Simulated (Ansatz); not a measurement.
`[SiH3][GeH]([SiH3])[SiH3]` from Hartree–Fock to CCSD(T)

```tsv
atom	x (Å)	y (Å)	z (Å)
Si1	-2.1213	-0.1057	0.7477
Ge2	-0.0960	-0.4920	-0.4384
Si3	1.6228	-1.1310	1.0764
Si4	0.5450	1.4754	-1.6116
H5	-3.2084	0.2925	-0.1856
H6	-2.5406	-1.3297	1.4808
H7	-1.9099	0.9906	1.7303
H8	-0.3189	-1.6319	-1.4541
H9	1.8406	-0.0349	2.0579
H10	1.2396	-2.3636	1.8147
H11	2.8960	-1.3812	0.3500
H12	1.8141	1.2525	-2.3540
H13	0.7495	2.5806	-0.6377
H14	-0.5125	1.8784	-2.5763
```

Charge 0, multiplicity 1. Correlated methods include outer-core shells of Ge, which these sets cover unevenly. Scalar relativity is left out up to krypton. Geometry: relaxed with PBE0-D4/def2-TZVP. Frozen core, restricted reference, Ansatz.

```
     basis      HF (Eh)  MP2 corr.  CCSD corr.       (T)  CCSD(T) total
  def2-SVP            ?   -0.54666           ?  -0.01746              ?
def2-TZVPP  -2948.02146          ?    -0.72784         ?              ?
def2-QZVPP  -2948.08996   -0.94464           –         –              –
```

Fill in the withheld values. (Best estimate.)

The calculation gave: def2-SVP HF (Eh): -2947.44842; def2-SVP CCSD corr.: -0.62016; def2-SVP CCSD(T) total: -2948.08604; def2-TZVPP MP2 corr.: -0.65235; def2-TZVPP (T): -0.02573; def2-TZVPP CCSD(T) total: -2948.77503.
